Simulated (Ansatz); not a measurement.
Computed with Ansatz on PBE0-D4/def2-TZVP structures; ΔE is electronic, products minus reactants. CBS: MP2 limit from def2 TZ/QZ plus the TZ coupled-cluster correction, frozen cores. Functionals use def2-TZVPP. B3LYP here is the variant with VWN-RPA as its local correlation; programs differ in this. HSE06 is defined as in plane-wave codes. Open shells (•) are unrestricted, without spin–orbit coupling. Spin–orbit coupling would lower the free atoms: clearly for Br. Bonds to Br, Ga are less sure, by a few kJ/mol each and by 10 to 20 or more in all where they break to atoms, as the def2 sets lack core-valence functions. Scalar relativity is left out up to krypton.

Reaction (homolysis of the Br–Ga bond): `[Cl][Ga]([Br])[Br]` → Br• + `[Cl][Ga][Br]`•

```tsv
level	ΔE (eV)	difference from CCSD(T)/CBS
LDA (SPW92)	4.28	0.26
PBE-D4	3.74	-0.28
revPBE-D4	3.60	-0.42
BLYP-D4	3.50	-0.52
r2SCAN-D4	3.79	-0.23
B97M-V	3.78	-0.24
PBE0-D4	3.78	-0.24
B3LYP-D4	3.60	-0.42
r2SCANh-D4	3.78	-0.24
r2SCAN0-D4	3.77	-0.25
HSE06-D4	3.78	-0.24
BHLYP-D4	3.65	-0.37
CAM-B3LYP-D4	3.67	-0.35
ωB97X-V	3.86	-0.16
ωB97M-V	3.74	-0.28
B2PLYP	3.69	-0.33
PBE-QIDH	3.92	-0.10
revPBE	3.44	-0.58
BLYP	3.33	-0.69
PBE0	3.71	-0.31
B3LYP	3.47	-0.55
r2SCANh	3.76	-0.26
r2SCAN0	3.74	-0.28
BHLYP	3.52	-0.50
CAM-B3LYP	3.59	-0.43
LC-ωPBE	3.72	-0.30
RPA@PBE/def2-TZVPP	3.44	-0.58
HF/def2-SVP	2.85	-1.17
CCSD/def2-SVP	3.65	-0.37
CCSD(T)/def2-SVP	3.71	-0.31
HF/def2-TZVPP	2.82	-1.20
MP2/def2-TZVPP	4.05	0.03
SCS-MP2/def2-TZVPP	3.92	-0.10
CCSD/def2-TZVPP	3.75	-0.27
HF/def2-QZVPP	2.80	-1.22
MP2/def2-QZVPP	4.15	0.13
SCS-MP2/def2-QZVPP	4.01	-0.01
HF/CBS(def2)	2.80	-1.22
MP2/CBS(def2)	4.23	0.21
CCSD/CBS(def2)	3.93	-0.09
CCSD(T)/CBS	4.02	0
```

Largest T1 diagnostic among the species: 0.013.

The D4 term adds +0.14 eV with B3LYP and +0.07 eV with PBE0; it sums over pairs of atoms, weighted by their polarisabilities, and B3LYP, whose exchange is more repulsive, gets the larger term. At CCSD(T), def2-SVP lies −0.31 eV from the extrapolated value and def2-TZVPP −0.18 eV: correlation converges slowly with the basis, and small sets miss more of it in the bonded molecule than in its fragments. Leaving LDA and LC-ωPBE aside and taking each functional with its dispersion term where it has one, the values spread over 0.42 eV, from BLYP-D4 to PBE-QIDH. LDA lies +0.62 eV from PBE without D4, its usual overbinding.

CCSD(T)/CBS has its own doubt, a few kJ/mol and more with outer-core shells, so smaller differences from it don't rank the levels.
